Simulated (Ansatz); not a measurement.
Geometry optimisation, Ansatz, RKS B3LYP/def2-SVP.

The input (input.yaml):

```yaml
crystal:
  periodic: [false, false, false]
  atoms:
    - { symbol: Sn, position_ang: [0.250916, 0.064406, -0.15337] }
    - { symbol: H, position_ang: [-0.060402, -0.081301, 1.547275] }
    - { symbol: H, position_ang: [1.94774, -0.08399, -0.405586] }
    - { symbol: H, position_ang: [-0.272128, 1.59572, -0.713611] }
    - { symbol: H, position_ang: [-0.548391, -1.208338, -0.977007] }
    - { symbol: S, position_ang: [-3.123667, 0.119342, 1.228148] }
    - { symbol: H, position_ang: [-3.275829, -1.20798, 1.016889] }
    - { symbol: H, position_ang: [-1.903839, -0.07066, 1.846262] }
basis:
  gaussian: { orbitals: def2-SVP }
hamiltonian:
  xc: b3lyp
relax:
  f_tol: 0.03
  max_steps: 50
output:
  orbitals: {}
```

Command:

```bash
$ ansatz run input.yaml --threads 1 --pin off --max-ram 2048MiB --backend cpu --events-out ev --progress --plain --runs-dir out
```

Problem. Where does it end, and by what steps?

Solution. The forces met the threshold. The force dipped under the threshold on the way, but the program's further checks kept it going. After 14 steps the energy has fallen by 0.136 eV; H8 moved furthest, 1.03 Å.

```json
{"step": "0", "energy less start (eV)": "0.0000", "largest force component (eV/Å)": "0.741", "accepted": "yes"}
{"step": "1", "energy less start (eV)": "-0.0873", "largest force component (eV/Å)": "0.321", "accepted": "yes"}
{"step": "2", "energy less start (eV)": "-0.1025", "largest force component (eV/Å)": "0.236", "accepted": "yes"}
{"step": "3", "energy less start (eV)": "-0.1208", "largest force component (eV/Å)": "0.082", "accepted": "yes"}
{"step": "4", "energy less start (eV)": "-0.1241", "largest force component (eV/Å)": "0.188", "accepted": "yes"}
{"step": "5", "energy less start (eV)": "-0.1275", "largest force component (eV/Å)": "0.074", "accepted": "yes"}
{"step": "6", "energy less start (eV)": "-0.1323", "largest force component (eV/Å)": "0.016", "accepted": "yes"}
{"step": "7", "energy less start (eV)": "-0.1132", "largest force component (eV/Å)": "0.877", "accepted": "no"}
{"step": "8", "energy less start (eV)": "-0.1338", "largest force component (eV/Å)": "0.077", "accepted": "yes"}
{"step": "9", "energy less start (eV)": "-0.1336", "largest force component (eV/Å)": "0.211", "accepted": "no"}
{"step": "10", "energy less start (eV)": "-0.1349", "largest force component (eV/Å)": "0.032", "accepted": "yes"}
{"step": "11", "energy less start (eV)": "-0.1356", "largest force component (eV/Å)": "0.013", "accepted": "yes"}
{"step": "12", "energy less start (eV)": "-0.1359", "largest force component (eV/Å)": "0.091", "accepted": "yes"}
{"step": "13", "energy less start (eV)": "-0.1359", "largest force component (eV/Å)": "0.043", "accepted": "yes"}
{"step": "14", "energy less start (eV)": "-0.1362", "largest force component (eV/Å)": "0.002", "accepted": "yes"}
```

```xyz
8
Properties=species:S:1:pos:R:3
Sn 0.492 0.059 -0.239
H 0.450 -0.108 1.470
H 2.130 -0.040 -0.759
H -0.151 1.579 -0.702
H -0.397 -1.215 -0.969
S -3.382 0.105 1.201
H -3.355 -1.230 0.986
H -2.771 -0.023 2.401
```

Whether the end is a true minimum wasn't checked by a vibrational analysis.

Time of the run: 36 s on 1 thread of Intel(R) Xeon(R) 6975P-C (Granite Rapids), on a shared host, peak memory 0.15 GiB.
